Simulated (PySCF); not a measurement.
First SCF of a structure search on triplet Cu₂H₄, at a hand-made doubly bridged, planar geometry. PySCF input:

```python
from pyscf import gto, scf, dft
mol = gto.M(atom='''
Cu     1.041000     0.000000     0.000000
Cu    -1.041000     0.000000     0.000000
H      0.000000     1.116300     0.000000
H      0.000000    -1.116300     0.000000
H      2.481000     0.000000     0.000000
H     -2.481000     0.000000     0.000000''',
    basis={'Cu': 'def2-TZVP', 'H': 'def2-TZVP'},
    charge=0, spin=2)
mf = dft.UKS(mol, xc='PBE0')
mf.grids.atom_grid = (50, 194)
aux = {'Cu': 'def2-universal-JKFIT', 'H': 'def2-universal-JKFIT'}
mf = mf.density_fit(auxbasis=aux)
mf.conv_tol = 1e-08
mf.diis_space = 10
mf.max_cycle = 60
mf.init_guess = 'minao'
mf.verbose = 4
mf.kernel()
```

Excerpt of the output (cycles alone):

```
init E= -3282.31729005877
cycle= 1 E= -3279.7630750007  delta_E= 2.55  |g|=  4.1  |ddm|= 2.11
cycle= 2 E= -3273.53875422695  delta_E= 6.22  |g|= 7.38  |ddm|= 7.13
cycle= 3 E= -3282.41520849869  delta_E= -8.88  |g|= 1.29  |ddm|= 5.83
cycle= 4 E= -3282.77221729634  delta_E= -0.357  |g|= 0.132  |ddm|= 1.23
cycle= 5 E= -3282.77669708458  delta_E= -0.00448  |g|= 0.0545  |ddm|= 0.136
cycle= 6 E= -3282.77776622126  delta_E= -0.00107  |g|= 0.00464  |ddm|= 0.0777
cycle= 7 E= -3282.77781138107  delta_E= -4.52e-05  |g|= 0.00386  |ddm|= 0.0201
cycle= 8 E= -3282.77781790153  delta_E= -6.52e-06  |g|= 0.00175  |ddm|= 0.00595
cycle= 9 E= -3282.77781884717  delta_E= -9.46e-07  |g|= 0.000354  |ddm|= 0.00204
cycle= 10 E= -3282.77781890144  delta_E= -5.43e-08  |g|= 4.09e-05  |ddm|= 0.000449
cycle= 11 E= -3282.77781890382  delta_E= -2.38e-09  |g|= 1.24e-05  |ddm|= 0.000101
Extra cycle  E= -3282.77781890399  delta_E= -1.76e-10  |g|= 3.02e-05  |ddm|= 3.27e-05
converged SCF energy = -3282.77781890399  <S^2> = 2.0120729  2S+1 = 3.0080379
```

No lower solution of this spin was found from smeared starts or by a stability analysis within the unrestricted form.

Other spin states or occupations of the open shell can lie lower.

The search for the lowest solution, 3 starts and the stability check together, took 21 s on 4 threads of a shared Arm Neoverse V1 host, with 114 basis functions; the process peaked at 0.68 GiB.
